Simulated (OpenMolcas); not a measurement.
What dynamic correlation does to the levels of Xe⁴⁺

```
Program             : OpenMolcas 26.06
Basis               : ANO-RCC-VQZP [8s7p5d3f2g]
Scalar Hamiltonian  : DKH2, point nucleus
Active space        : 2 electrons in 9 orbitals (RAS2 5p; RAS3 5d 6s, at most 1 electron)
State averaging     : 2S+1 = 3 even, 3 roots; 2S+1 = 1 even, 6 roots; 2S+1 = 3 odd, 18 roots; 2S+1 = 1 odd, 18 roots
Spin-orbit coupling : RASSI with atomic mean-field integrals over the reference wave functions, term energies averaged over their components
```

Methods on the same reference wave functions:
A. RASSCF
B. SS-RASPT2, IPEA 0.25 Eh, imaginary shift 0.1 Eh (closed shells correlated: 4d 5s)
C. MS-RASPT2, IPEA 0.25 Eh, imaginary shift 0.1 Eh (closed shells correlated: 4d 5s)

Energies in cm-1 above 5s2 5p2 3P0, the measured ground level; measured values from Saloman, J. Phys. Chem. Ref. Data 33, 765 (2004).

| Level | A | B | C | Measured |
| --- | --- | --- | --- | --- |
| 5s2 5p2 3P0 | 0.0 | 0.0 | 0.0 | 0.0 |
| 5s2 5p2 3P1 | 7571 | 7770 | 7770 | 9292 |
| 5s2 5p2 3P2 [71 %] | 13075 | 12500 | 12500 | 14127 |
| 5s2 5p2 1D2 [71 %] | 28130 | 25920 | 25920 | 28411 |
| 5s2 5p2 1S0 | 48050 | 45680 | 45680 | 44470 |
| 5s2 5p 5d 3F* 3 | 157588 | 157150 | 157150 | 160630 |
| 5s2 5p 5d 3F* 4 | 165541 | 166690 | 166690 | 169799 |
| 5s2 5p 5d 3D* 1 [66 %] | 170753 | 157710 | 157550 |  |
| 5s2 5p 5d 3P* 0 | 179445 | 168410 | 168420 |  |
| 5s2 5p 5d 3P* 1 [70 %] | 180088 | 168390 | 168380 |  |
| 5s2 5p 5d 3D* 3 | 180089 | 167880 | 167880 |  |
| 5s2 5p 6s 3P* 1 [52 %] | 194735 | 196030 | 195450 |  |
| 5s2 5p 6s 3P* 0 | 195025 | 193840 | 193830 | 194033 |
| 5s2 5p 5d 1P* 1 [56 %] | 200533 | 183210 | 183160 |  |
| 5s2 5p 5d 1F* 3 | 202747 | 189820 | 189820 | 194138 |
| 5s2 5p 6s 3P* 2 | 208069 | 206890 | 206910 | 209069 |
| 5s2 5p 6s 1P* 1 | 213410 | 209590 | 210400 | 213040 |

Deviations, from unrounded energies. A percentage is the sum of absolute deviations over the sum of measured energies, with the sign that they share, or ± where signs differ.

| Against measurement | Levels | A | B | C |
| --- | --- | --- | --- | --- |
| mean absolute deviation (cm-1) | 10 | 2500 | 2400 | 2300 |
| fine structure of the ground term (%) | 2 | -11.8 | -13.4 | -13.4 |
| other terms of the ground configuration (%) | 2 | ±5.3 | ±5.1 | ±5.1 |
| other configurations (%) | 6 | ±1.6 | -1.5 | -1.4 |

B, C lie about equally close to measurement and A furthest from it. The largest miss of C in the table is 5s2 5p 5d 1F* 3, by -4300 cm-1. The ranking rests on the paired levels alone, and a cruder setting can come out closer through cancelling errors.

Between B and C the level of the table that moves most is 5s2 5p 6s 1P* 1, by 810 cm-1 (lowest in B, highest in C). Moves below CASPT2's spread within the term are not significant.

The mean deviations of B to C differ by less than CASPT2's widest spread within a term (420 cm-1), so their order carries little weight.

From A to B the spin-free energies of the other terms of 5s2 5p2 shown, above 3P, scale by factors of 0.76 to 0.92.

The lowest spin-free term lies below A's lowest term by 0.559 hartree in B, 0.559 hartree in C.

CASPT2 breaks the degeneracy within a term, and the mean is taken; among the terms shown or strongly mixed into the levels shown the widest spread is 420 cm-1 (5s2 5p 5d 1F*, C). Over all roots computed the reference weight is 0.82 to 0.93 in B, 0.82 to 0.93 in C; the roots of lowest weight are the least certain, and an intruder state may touch them. ANO sets are built for valence states and can reach diffuse excited orbitals poorly, and with the s shell closed the s pⁿ⁺¹ terms that mix with these levels are absent. With the s shell closed, the reference lacks s² → p² mixing. Measured partners are found by configuration, term and J. A level has none where our copy of the source lacks it or the pairing is in doubt (some pairs that miss far off the trend of their configuration count as doubtful), and it then counts in no deviation. Only configurations of the active space appear. The table leaves out levels that lie high or whose names do not pair safely across all columns.

A share in square brackets marks a mixed level and gives the weight of the term that names it, the lowest over the columns. * marks odd parity.
